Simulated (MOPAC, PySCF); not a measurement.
C$_{2}$H$_{4}$OS, SMILES `CC(=O)S` (O–C–S–H torsion 180°), neutral singlet in the gas phase. 

Cartesian coordinates (Å):
SMILES: SC(C)=O
```xyz
8

C     -0.8047    -0.2401    -0.1489
C      0.2730     0.7693     0.1645
O      0.0738     1.9395     0.3317
S      1.9635     0.1449     0.2898
H     -1.7635     0.2721    -0.1939
H     -0.8335    -1.0120     0.6215
H     -0.5997    -0.7260    -1.1039
H      1.6897    -1.1461     0.0386
```
Charge 0, spin multiplicity 1.

All levels are single points at this geometry (B3LYP-D3(BJ)/def2-TZVP); Pople sets use spherical d functions. Orbital energies aren't observables, and empty levels follow the basis.

```json
[
 {"level": "B3LYP-D3(BJ)/def2-TZVP in PySCF", "HOMO (eV)": "-7.57", "LUMO (eV)": "-0.94", "gap (eV)": "6.63", "dipole (D)": "3.43", "vertical IE, Delta-SCF (eV)": "10.03"},
 {"level": "PBE-D3(BJ)/def2-TZVP in PySCF", "HOMO (eV)": "-6.31", "LUMO (eV)": "-1.78", "gap (eV)": "4.53", "dipole (D)": "3.30", "vertical IE, Delta-SCF (eV)": "–"},
 {"level": "B3LYP/3-21G in PySCF", "HOMO (eV)": "-7.18", "LUMO (eV)": "-0.50", "gap (eV)": "6.69", "dipole (D)": "3.59", "vertical IE, Delta-SCF (eV)": "–"},
 {"level": "HF/STO-3G in PySCF", "HOMO (eV)": "-7.55", "LUMO (eV)": "8.13", "gap (eV)": "15.68", "dipole (D)": "2.56", "vertical IE, Delta-SCF (eV)": "–"},
 {"level": "PM3 in MOPAC", "HOMO (eV)": "-9.99", "LUMO (eV)": "-0.32", "gap (eV)": "9.67", "dipole (D)": "3.55", "vertical IE, Delta-SCF (eV)": "–"},
 {"level": "PM7 in MOPAC", "HOMO (eV)": "-9.71", "LUMO (eV)": "-1.04", "gap (eV)": "8.66", "dipole (D)": "3.92", "vertical IE, Delta-SCF (eV)": "–"}
]
```
